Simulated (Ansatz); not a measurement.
Consider the hydrogenolysis of the Si–O bond: `O[SiH]1CCO1` + H₂ → `C1C[SiH2]O1` + H₂O.

Computed with Ansatz on PBE0-D4/def2-TZVP structures; ΔE is electronic, products minus reactants. CBS: MP2 limit from def2 TZ/QZ plus the TZ coupled-cluster correction, frozen cores. This one scheme is used for every species. Functionals use def2-TZVPP. One conformer a species, not always the lowest.

CCSD(T)/CBS gives +1.04 eV.

(1) Another level gave +0.97 eV. Which?
A. r2SCAN-D4/def2-TZVPP
B. PBE-D4/def2-TZVPP
C. ωB97M-V/def2-TZVPP
D. PBE0/def2-TZVPP

Largest T1 diagnostic among the species: 0.012.

Results:

(1) D. PBE0 0.97, ωB97M-V 1.08, r2SCAN-D4 1.12, PBE-D4 1.02 eV.

In def2-TZVPP, CCSD(T) changes the Hartree–Fock value by +0.08 eV (the triples alone add +0.03 eV) and MP2 by +0.14 eV. The D4 term adds +0.05 eV with B3LYP and +0.03 eV with PBE0; it sums over pairs of atoms, weighted by their polarisabilities, and B3LYP, whose exchange is more repulsive, gets the larger term.

B3LYP here is the variant with VWN-RPA as its local correlation; programs differ in this.
